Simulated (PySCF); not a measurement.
SMILES COCC[OH+]CCOC (C₆H₁₅O₃ (cation, charge +1)) (GFN2-xTB optimised geometry):

```
24

C      3.236     0.342    -3.590
O      2.025    -0.389    -3.653
C      1.459    -0.470    -4.946
C      0.111    -1.156    -4.726
O     -0.462    -0.479    -3.583
C     -1.373    -1.218    -2.736
C     -1.211    -0.590    -1.352
O      0.188    -0.484    -1.179
C      0.581     0.196     0.000
H      3.085     1.376    -3.911
H      4.004    -0.122    -4.213
H      3.549     0.319    -2.550
H      1.325     0.536    -5.369
H      2.086    -1.056    -5.627
H     -0.561    -1.041    -5.577
H      0.258    -2.215    -4.499
H      0.359    -0.303    -2.967
H     -1.086    -2.273    -2.709
H     -2.385    -1.112    -3.129
H     -1.679     0.403    -1.313
H     -1.667    -1.224    -0.583
H      1.667     0.196     0.000
H      0.207     1.224     0.000
H      0.215    -0.322     0.889
```

Method: B3LYP/def2-SVP (PySCF).

Problem. What are the frontier orbital energies?

Solution. HOMO-2 -13.12 eV, HOMO-1 -11.70 eV, HOMO -11.60 eV, LUMO -3.33 eV, LUMO+1 -2.29 eV.

On the same geometry PBE/def2-SVP (PySCF) gives HOMO-2 -11.83 eV, HOMO-1 -10.33 eV, HOMO -10.23 eV, LUMO -4.27 eV, LUMO+1 -2.87 eV.

Meta-Löwdin charges at B3LYP/def2-SVP: C1 -0.07, O2 -0.40, C3 0.03, C4 0.03, O5 -0.21, C6 0.03, C7 0.03, O8 -0.40, C9 -0.07, H10 0.10, H11 0.11, H12 0.13, H13 0.10, H14 0.12, H15 0.14, H16 0.13, H17 0.36, H18 0.13, H19 0.14, H20 0.10, H21 0.12, H22 0.13, H23 0.10, H24 0.11.
